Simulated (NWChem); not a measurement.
# CH6BeSi; SMILES [CH3][Be][SiH3]

```xyz
9

Be     0.0000     0.0000     0.7537
C      0.0000     0.0000     2.4329
H      0.0000     1.0183     2.8480
H      0.8819    -0.5092     2.8480
H     -0.8819    -0.5092     2.8480
Si     0.0000     0.0000    -1.4366
H      1.0417    -0.9048    -2.0146
H      0.2627     1.3545    -2.0146
H     -1.3044    -0.4498    -2.0146
```
Atoms are numbered in this order, from 1.

Computed with NWChem. Geometry: optimised at B3LYP/6-31G* (spherical d).

Q: Estimate the computed values for B3LYP/def2-TZVP. Quantities: highest occupied level (eV); orbital gap (eV); dipole (D).

A: 
| Property | Value |
|---|---|
| highest occupied level (eV) | -7.49 |
| orbital gap (eV) | 6.37 |
| dipole (D) | 1.20 |
